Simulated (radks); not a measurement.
B+, 4 electrons, occupied as [He] 2s2. All-electron calculation, non-relativistic Kohn-Sham, PBEsol, spin-polarised, spherical densities, point nucleus; hard spherical wall at 3 bohr. Program: a radial shooting solver on a logarithmic mesh with Libxc functionals.

Radial electron density D(r) = 4 pi r^2 rho(r):

| r (bohr) | D(r) (e/bohr) |
|---|---|
| 0.02718 | 0.5214 |
| 0.03267 | 0.7132 |
| 0.03927 | 0.9648 |
| 0.04682 | 1.272 |
| 0.05628 | 1.673 |
| 0.06711 | 2.137 |
| 0.08067 | 2.699 |
| 0.09697 | 3.321 |
| 0.1156 | 3.930 |
| 0.139 | 4.517 |
| 0.1657 | 4.949 |
| 0.1992 | 5.169 |
| 0.2395 | 5.068 |
| 0.2855 | 4.634 |
| 0.3432 | 3.869 |
| 0.4093 | 2.961 |
| 0.4919 | 2.028 |
| 0.5913 | 1.322 |
| 0.7051 | 0.9919 |
| 0.8476 | 1.016 |
| 1.011 | 1.263 |
| 1.215 | 1.527 |
| 1.46 | 1.569 |
| 1.741 | 1.292 |
| 2.093 | 0.7521 |
| 2.496 | 0.2405 |

D(r) has 2 maxima, at r = 0.207, 1.37 bohr, and minima at 0.764 bohr, inside which lie 2.06 electrons.
